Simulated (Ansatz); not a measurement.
Cost and result for the atomization energy of C$_{2}$H$_{8}$BNSi, SMILES `CN1CB[SiH2]1` (13 atoms, 13 bonds).

```json
{"atom": "C1", "x (Å)": "0.804", "y (Å)": "-0.476", "z (Å)": "-1.510"}
{"atom": "N2", "x (Å)": "0.162", "y (Å)": "0.005", "z (Å)": "-0.328"}
{"atom": "C3", "x (Å)": "-0.161", "y (Å)": "-0.900", "z (Å)": "0.775"}
{"atom": "B4", "x (Å)": "-0.836", "y (Å)": "0.144", "z (Å)": "1.747"}
{"atom": "Si5", "x (Å)": "-0.462", "y (Å)": "1.492", "z (Å)": "0.296"}
{"atom": "H6", "x (Å)": "1.783", "y (Å)": "-0.925", "z (Å)": "-1.289"}
{"atom": "H7", "x (Å)": "0.967", "y (Å)": "0.343", "z (Å)": "-2.214"}
{"atom": "H8", "x (Å)": "0.203", "y (Å)": "-1.242", "z (Å)": "-2.022"}
{"atom": "H9", "x (Å)": "0.724", "y (Å)": "-1.394", "z (Å)": "1.218"}
{"atom": "H10", "x (Å)": "-0.845", "y (Å)": "-1.721", "z (Å)": "0.490"}
{"atom": "H11", "x (Å)": "-1.296", "y (Å)": "-0.032", "z (Å)": "2.830"}
{"atom": "H12", "x (Å)": "0.537", "y (Å)": "2.591", "z (Å)": "0.490"}
{"atom": "H13", "x (Å)": "-1.579", "y (Å)": "2.115", "z (Å)": "-0.484"}
```

Total charge 0; spin multiplicity 1. The structure was optimised at the PBE0-D4/def2-TZVP level. Program: Ansatz. All runs use 4 threads of an Arm Neoverse V1 on a shared host. Times are those of one run each, without the atoms' runs, and a repeat can differ threefold. Electronic energies, without spin–orbit coupling; frozen cores. CCSD(T)/CBS adds CCSD(T) − MP2 in def2-TZVPP to the MP2 limit, and its time is that of the two runs behind it. T1 = 0.012. B3LYP takes the VWN-RPA correlation (the form of Gaussian; ORCA's B3LYP/G).

CCSD(T)/CBS is a level of theory with its own doubt, some kJ/mol a heavy atom from the limit and from the frozen cores, so smaller differences don't rank the functionals.

```csv
level,functions,wall time
PBE-D4/def2-TZVPP (with forces),278,3.4 s
PBE0-D4/def2-TZVPP,278,3.6 s
r2SCAN-D4/def2-TZVPP (with forces),278,6.5 s
B3LYP-D4/def2-TZVPP (with forces),278,6.5 s
B2PLYP/def2-TZVPP,278,7.5 s
ωB97X-V/def2-TZVPP,278,10 s
ωB97M-V/def2-TZVPP (with forces),278,15 s
MP2/def2-QZVPP,538,35 s
CCSD(T)/def2-TZVPP,278,3.8 min
CCSD(T)/CBS(def2),–,4.3 min
```

Problem. What atomization energy does each give, and how far from CCSD(T)/CBS? (Best estimate.)

Solution. The calculation gave: 
```
                             level  atomization (kJ/mol)  difference from CCSD(T)/CBS  per bond
   PBE-D4/def2-TZVPP (with forces)                4772.9                        102.3       7.9
                PBE0-D4/def2-TZVPP                4713.1                         42.5       3.3
r2SCAN-D4/def2-TZVPP (with forces)                4694.4                         23.8       1.8
 B3LYP-D4/def2-TZVPP (with forces)                4702.4                         31.8       2.4
                 B2PLYP/def2-TZVPP                4638.2                        -32.4      -2.5
                ωB97X-V/def2-TZVPP                4715.6                         45.0       3.5
  ωB97M-V/def2-TZVPP (with forces)                4706.7                         36.1       2.8
                    MP2/def2-QZVPP                4670.9                          0.3       0.0
                CCSD(T)/def2-TZVPP                4551.2                       -119.4      -9.2
                 CCSD(T)/CBS(def2)                4670.6                          0.0       0.0
```

From PBE to PBE0 (25 % exact exchange), in def2-TZVPP and without D4, the atomization energy moves by −55.6 kJ/mol: exact exchange takes away binding that semilocal exchange gives to molecules. The D4 term adds +44.0 kJ/mol with B3LYP and +23.1 kJ/mol with PBE0; it sums over pairs of atoms, weighted by their polarisabilities, and B3LYP, whose exchange is more repulsive, gets the larger term. In def2-TZVPP, CCSD(T) changes the Hartree–Fock value by +1105.2 kJ/mol (the triples alone add +61.1 kJ/mol) and MP2 by +1154.0 kJ/mol; breaking electron pairs costs correlation energy, which Hartree–Fock lacks.
